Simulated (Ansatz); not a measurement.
Relaxation of ClF₃H₃O₂Ta (10 atoms, charge 0, multiplicity 1), to a largest force component of 0.03 eV/Å in at most 50 steps.

Theory: Ansatz, RKS BLYP/def2-SVP.

```xyz
10
Properties=species:S:1:pos:R:3
Ta -0.243 0.294 0.079
Cl 2.206 0.339 0.042
F -0.063 0.649 1.942
O -0.170 -0.431 -1.676
H 0.070 -0.937 -2.472
F -0.872 1.996 -0.376
F -1.733 -0.785 0.513
O 1.003 -2.488 1.068
H 1.046 -3.155 0.353
H 1.880 -2.025 1.001
```

Where does it end, and by what steps?

The run converged. After 13 steps the energy has fallen by 0.515 eV; H9 moved furthest, 0.86 Å. Joined: Ta1–O8 (3.21 → 2.32 Å).

```
step  energy less start (eV)  largest force component (eV/Å)  accepted
   0                  0.0000                           0.813       yes
   1                 -0.1031                           1.075       yes
   2                 -0.2741                           1.358       yes
   3                 -0.4384                           0.441       yes
   4                 -0.4430                           1.075       yes
   5                 -0.4892                           0.398       yes
   6                 -0.4976                           0.216       yes
   7                 -0.5015                           0.448       yes
   8                 -0.5080                           0.221       yes
   9                 -0.5114                           0.089       yes
  10                 -0.5132                           0.229       yes
  11                 -0.5140                           0.141       yes
  12                 -0.5145                           0.041       yes
  13                 -0.5147                           0.016       yes
```

```xyz
10
Properties=species:S:1:pos:R:3
Ta -0.071 0.034 0.141
Cl 2.289 0.510 0.000
F 0.031 0.547 1.982
O -0.034 -0.588 -1.669
H 0.248 -0.735 -2.584
F -0.895 1.670 -0.297
F -1.545 -1.111 0.561
O 0.880 -1.958 0.864
H 0.391 -2.801 0.785
H 1.830 -2.111 0.689
```

Whether the end is a true minimum wasn't checked by a vibrational analysis.

The run took 33 s on 4 threads of Arm Neoverse V1, on a shared host, peak memory 0.21 GiB.
